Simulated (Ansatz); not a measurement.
Wavefunction ladder for `CO[CH2][GaH][ZnH]`

```xyz
12

C    -1.424    0.943   -0.003
O    -0.127    1.409   -0.203
C     0.790    0.828    0.703
Ga    1.281   -1.079    0.307
Zn    0.455   -2.243   -1.690
H    -2.069    1.407   -0.750
H    -1.796    1.195    1.001
H    -1.482   -0.154   -0.117
H     0.444    0.952    1.742
H     1.719    1.406    0.623
H     2.313   -1.690    1.348
H    -0.103   -2.974   -2.961
```

Total charge 0; spin multiplicity 1. For Zn the d shell is correlated and the shells below it are frozen. Correlated methods include outer-core shells of Ga, which these sets cover unevenly. Scalar relativity is left out up to krypton. The structure was optimised at the PBE0-D4/def2-TZVP level. It is one conformer, not always the lowest. Frozen core, restricted reference, Ansatz.

```tsv
basis	HF (Eh)	MP2 corr.
def2-SVP	-3855.05964	-0.98895
def2-TZVPP	-3855.73147	-1.32709
def2-QZVPP	-3855.81988	-1.65280
```

(1) Estimate the CCSD correlation energy and the (T) correction in each basis where they were run (hartree).

Results:

(1) 
```
     basis  CCSD corr.       (T)
  def2-SVP    -1.00507  -0.03007
def2-TZVPP    -1.31236  -0.04803
```
